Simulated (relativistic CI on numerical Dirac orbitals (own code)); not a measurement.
Method of calculation: Dirac-Coulomb-Breit CI, KLI orbitals optimised for each configuration, QED by a radiative potential, unscaled Slater integrals (own radial code, finite nucleus).

The strongest absorption lines from the ground level of an ion, among the configurations computed and to levels below about 632 eV (vacuum wavelength in nm, gf): 3.8572 (0.11), 4.1366 (1.1), 4.1482 (2.7), 4.1729 (3.2), 5.2602 (1.1), 5.3095 (0.27), 5.6667 (0.75), 6.3650 (0.62).

Q: Which ion is it?
A. Tl48+
B. Ir46+
C. At52+
D. Ir44+

A: D. Ir44+ has 33 electrons and the ground level 4s²4p³ ²P°3/2; the strongest line goes to 4s²4p²4d ²D5/2. The pattern of lines fixes the number of electrons, and along that sequence the line energies rise steadily with the charge (about as its square where n changes within one kind of shell, about linearly where n is kept but much faster in heavy ions where fine structure, which grows about as Z⁴, sets the gap, and irregularly where shells cross), which fixes Z. Configurations outside the model, such as inner-shell arrays, can give stronger lines. At this charge energies of transitions that change n are usually good to better than 1 %, and those within a shell (Δn = 0) to a few per cent.

LS names give the leading component of a level, which can be under half, so a name can repeat, a term be missing and a line seem to break the LS rules.
